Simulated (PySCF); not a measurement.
GaH⁺ from Hartree–Fock to correlated methods

State: ²Σ⁺ (doublet), unpaired electrons σ ↑. Set-up: Ga aug-cc-pVDZ-PP with ECP10, H aug-cc-pVDZ; scalar-relativistic core potentials (PySCF 2.14). De refers to Ga⁺ + H in their ground configurations, without counterpoise correction. The functionals are run spin-unrestricted. A positive dipole points towards H; it is taken about the centre of mass and depends on that origin.

```tsv
Level	Re (Å)	ωe (cm⁻¹)	De (eV)	μ (D)	CPU s a point (SCF and correlation, without the integrals)
UHF	1.651	1249	0.126	0.21	0.052
UHF-MP2	1.615	1481	0.286	n/a	0.09
UHF-SCS-MP2	1.618	1485	0.263	n/a	n/a
UHF-CCSD	1.657	1280	0.325	n/a	n/a
UHF-CCSD(T)	1.656	1286	0.337	n/a	1.9
PBE	1.733	1029	0.376	0.57	0.36
BLYP	1.771	922	0.350	0.60	0.26
TPSS	1.702	1126	0.62	0.44	0.58
r²SCAN	1.688	1155	0.59	0.48	0.55
PBE0	1.688	1182	0.401	0.45	0.54
r²SCAN0	1.674	1198	0.59	0.43	0.56
CAM-B3LYP	1.698	1129	0.401	0.51	0.57
```

(1) Which functional lies closest to UHF-CCSD(T) in De, which farthest, and by how much do they differ from it?

(2) What does a quarter of exact exchange do here, going from r²SCAN to r²SCAN0?

(3) What does second-order correlation do here, going from UHF to UHF-MP2?

Correlated steps freeze 4 core orbitals. The bond is weak. Basis-set superposition, not corrected here, can be much of De in a small basis, most of all at correlated wavefunction levels. Spin–orbit coupling is left out. For an ion De counts to the pair picked by the measured ionisation energies or electron affinities, which need not be the lowest pair at this level. The state was picked by a PBE0 search and need not be the measured ground state.

The whole job (state search and all levels along the bond) took about 1.2 min on 1 thread of Arm Neoverse V2 (shared host), peak memory 0.46 GiB.

Results:

(1) Closest is BLYP (+11.5 pm in Re, -28.3 % in ωe, +0.01 eV in De against UHF-CCSD(T) in the same basis), farthest TPSS (+4.6 pm in Re, -12.4 % in ωe, +0.28 eV in De). CCSD(T) converges more slowly with the basis than the functionals do and binds too weakly in this one, so the order can change at the basis-set limit.

(2) r²SCAN0 less r²SCAN: -1.4 pm in Re, +3.7 % in ωe, +0.00 eV in De. Exact exchange removes part of the self-interaction that spreads semilocal densities, and in most molecules shortens and stiffens the bond and lowers De; so it does here.

(3) UHF-MP2 less UHF: -3.6 pm in Re, +18.6 % in ωe, +0.16 eV in De. Correlation nearly always deepens the well. The bond shortens, as in weak, metallic or heavy-atom bonds, where dispersion and the correlation of outer-core electrons pull the atoms together.
